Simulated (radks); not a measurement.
Valence configurations of Rh+ (all share [Kr]). Calculated with a radial shooting solver on a logarithmic mesh with Libxc functionals: Dirac Kohn-Sham, PBE, spin-unpolarised, spherical densities, point nucleus; open shells are shared between the two j in proportion to 2j + 1. Energies are relative to 4d8; eigenvalues in eV.

| valence | E (eV) | e(4d3/2) | e(4d5/2) | e(5p1/2) | e(5p3/2) | e(5s1/2) |
|---|---|---|---|---|---|---|
| 4d8 | 0.000 | -13.826 | -13.424 | - | - | - |
| 4d7.5 5s0.5 | 1.612 | -15.353 | -14.936 | - | - | -11.447 |
| 4d7 5s1 | 3.666 | -16.951 | -16.518 | - | - | -12.124 |
| 4d6.5 5s1.5 | 6.189 | -18.610 | -18.160 | - | - | -12.807 |
| 4d7 5p1 | 8.739 | -18.277 | -17.838 | -8.024 | -7.741 | - |
| 4d6 5s2 | 9.206 | -20.319 | -19.853 | - | - | -13.493 |
| 4d6 5s1.5 5p0.5 | 11.959 | -20.967 | -20.498 | -8.581 | -8.255 | -13.904 |
| 4d6 5p2 | 20.420 | -22.808 | -22.333 | -9.542 | -9.191 | - |
| 4d5 5p3 | 35.222 | -27.386 | -26.873 | -10.945 | -10.526 | - |

NIST lists [Kr] 4d8 as the ground configuration; this level of theory agrees among the configurations tried. The energies are those of spherical spin-averaged densities, not of single terms.
